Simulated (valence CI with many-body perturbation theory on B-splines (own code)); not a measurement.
E1 line list for Cd17+

Level of theory: configuration interaction combined with many-body perturbation theory (CI+MBPT): three valence electrons over a frozen Dirac-Fock core [Ar] 3d10, a basis of 11 s, 11 p, 9 d, 7 f, 5 g, 2 h, 1 i functions for each j, with the one-electron correlation potential Σ1 (screened to all orders), the two-electron term Σ2, the three-electron term Σ3, Breit, model QED; selected single and double excitations, second order for the rest (own B-spline code, finite nucleus).

No measured levels were compared; by estimate levels hold to about 250 cm⁻¹ or 0.2 % of their energy and the worst to 1 %, as in measured heavy ions of charge 2 to 7; those with d or f electrons hold less well.

Lines 101 to 150 of 271 in falling wavelength, among levels below 1443400 cm⁻¹, chosen from the strongest by gf and those to the six lowest levels. Wavelengths and rates use the calculated energies, so an error of 1000 cm⁻¹ moves a line at 226.0 Å by 0.23 % and its rate by three times that or more. Electric multipoles are in the length gauge, E1 and E2 with the static RPA response of the core. Weak lines are less certain than strong ones. Lines between different terms over intervals too small for the method are left out, as are lines whose strength nearly cancels. Where a level lies close to another of its J and parity, the split of strength between their lines is uncertain. The highest levels of a list are the least certain.

Names give the largest LS component (configuration and term), which can be under half, so a name can repeat, a term be missing and a line seem to break the LS rules; names also repeat where a configuration has a term twice. Letters in brackets count levels of one name in rising energy.

```tsv
λ vac (Å)	Upper	Lower	A (s⁻¹)	log gf	Branch %
226.0	4s 4p 4d 2D°_3/2 [b]	4s2 4d 2D_5/2	1.38e+10	-0.37	6.8
225.7	4s 4p 4d 2P°_3/2 [b]	4s2 4d 2D_5/2	3.87e+10	0.07	22.9
225.2	4p3 4S°_3/2 [b]	4s 4p2 4P_3/2	1.98e+10	-0.22	38.6
223.0	4s 4p 4d 2D°_5/2 [b]	4s2 4d 2D_5/2	4.11e+10	0.26	18.4
223.0	4s 4p2 2P_3/2	4s2 4p 2P°_3/2	7.11e+10	0.33	83.5
222.9	4p3 2D°_5/2	4s 4p2 4P_3/2	5.48e+07	-2.61	0.3
220.1	4s 4p 4d 2D°_3/2 [b]	4s2 4d 2D_3/2	2.18e+10	-0.20	10.6
219.9	4s 4p 4d 2P°_3/2 [b]	4s2 4d 2D_3/2	2.16e+10	-0.20	12.8
216.5	4s 4p 4d 4F°_3/2	4s 4p2 2D_3/2	3.33e+08	-2.03	2.9
215.0	4p2 4d 4D_7/2	4s 4p 4d 4F°_7/2	3.41e+09	-0.72	10.8
213.3	4p3 2P°_3/2	4s 4p2 2D_3/2	6.49e+09	-0.75	15.8
209.8	4s 4p 4d 4F°_5/2	4s 4p2 2D_3/2	1.88e+07	-3.13	0.2
206.8	4p3 4S°_3/2 [b]	4s 4p2 4P_1/2	6.94e+09	-0.75	13.6
201.7	4p3 2P°_1/2	4s 4p2 4P_3/2	3.37e+08	-2.39	0.7
196.4	4s 4p2 2S_1/2	4s2 4p 2P°_1/2	4.63e+09	-1.27	9.4
196.1	4s 4p 4d 4F°_3/2	4s 4p2 4P_5/2	6.68e+07	-2.81	0.6
194.7	4p2 4d 2P_3/2	4p3 2D°_5/2	1.51e+10	-0.47	29.6
194.5	4s 4p 4d 4P°_5/2	4s 4p2 2D_3/2	8.24e+08	-1.55	0.9
194.0	4s 4p 4d 2P°_3/2 [a]	4s 4p2 2P_3/2	1.52e+10	-0.47	9.3
193.5	4p3 2P°_3/2	4s 4p2 4P_5/2	2.81e+08	-2.20	0.7
193.3	4s 4p2 2P_3/2	4s2 4p 2P°_1/2	1.40e+10	-0.50	16.5
192.0	4s 4p 4d 4D°_3/2	4s 4p2 2D_3/2	6.60e+09	-0.84	5.0
190.8	4s 4p 4d 4D°_1/2	4s 4p2 2D_3/2	1.21e+08	-2.88	0.1
190.7	4s 4p 4d 4F°_5/2	4s 4p2 4P_5/2	4.23e+09	-0.86	48.0
190.3	4s 4p 4d 2D°_3/2 [a]	4s 4p2 2P_1/2	1.58e+10	-0.46	13.8
189.0	4s 4p 4d 2F°_5/2 [a]	4s 4p2 2D_5/2	6.65e+09	-0.67	8.6
187.5	4p2 4d 4F_5/2	4p3 4S°_3/2 [a]	7.45e+09	-0.63	22.6
187.4	4s 4p 4d 4F°_3/2	4s 4p2 4P_3/2	3.47e+09	-1.14	30.1
186.8	4p3 2P°_1/2	4s 4p2 4P_1/2	3.43e+08	-2.44	0.7
185.2	4p2 4d 4D_5/2	4p3 2D°_5/2	6.48e+09	-0.70	11.6
185.0	4p3 2P°_3/2	4s 4p2 4P_3/2	7.40e+08	-1.82	1.8
184.3	4s 4p 4d 4D°_7/2	4s 4p2 2D_5/2	9.96e+09	-0.39	7.1
184.0	4s 4p 4d 4P°_3/2	4s 4p2 2D_5/2	1.08e+10	-0.66	9.3
183.6	4p2 4d 4D_5/2	4p3 4S°_3/2 [b]	6.10e+09	-0.73	10.9
183.5	4p2 4d 4D_3/2	4p3 4S°_3/2 [b]	2.25e+10	-0.34	33.0
182.9	4s 4p 4d 4F°_7/2	4s 4p2 4P_5/2	1.26e+10	-0.30	97.0
182.4	4s 4p 4d 4F°_5/2	4s 4p2 4P_3/2	3.35e+09	-1.00	38.0
181.8	4p2 4d 2P_1/2 [b]	4p3 2P°_1/2	2.58e+10	-0.59	15.9
179.9	4s 4p 4d 2F°_5/2 [a]	4s 4p2 2D_3/2	4.37e+10	0.10	56.4
179.7	4p2 4d 2G_7/2	4p3 2D°_5/2	1.60e+10	-0.21	46.8
179.3	4p2 4d 2D_3/2 [a]	4p3 2P°_1/2	2.60e+10	-0.30	35.2
178.5	4s 4p 4d 2D°_3/2 [a]	4s 4p2 2D_3/2	5.32e+10	0.01	46.5
178.4	4s 4p 4d 2P°_1/2 [a]	4s 4p2 2S_1/2	8.75e+10	-0.08	65.4
177.9	4s 4p 4d 2D°_5/2 [a]	4s 4p2 2D_5/2	6.90e+10	0.29	90.4
177.9	4s 4p 4d 4P°_5/2	4s 4p2 4P_5/2	1.73e+10	-0.31	18.4
177.8	4s 4p 4d 2P°_1/2 [b]	4s 4p2 2P_3/2	3.87e+10	-0.44	22.2
177.1	4p2 4d 2S_1/2	4p3 2P°_3/2	7.76e+10	-0.14	49.2
176.4	4s 4p 4d 4P°_1/2	4s 4p2 2D_3/2	9.99e+08	-2.03	0.9
175.8	4s 4p 4d 4D°_3/2	4s 4p2 4P_5/2	3.29e+09	-1.22	2.5
175.8	4s2 4d 2D_3/2	4s2 4p 2P°_3/2	2.49e+10	-0.34	16.9
```

(1) How does gf follow from A for the line at 194.0 Å?

Answers

(1) gf = 1.4992 × (2J+1)_upper × A / σ², with σ = 515497 cm⁻¹ and 2J+1 = 4: gf = 0.342.
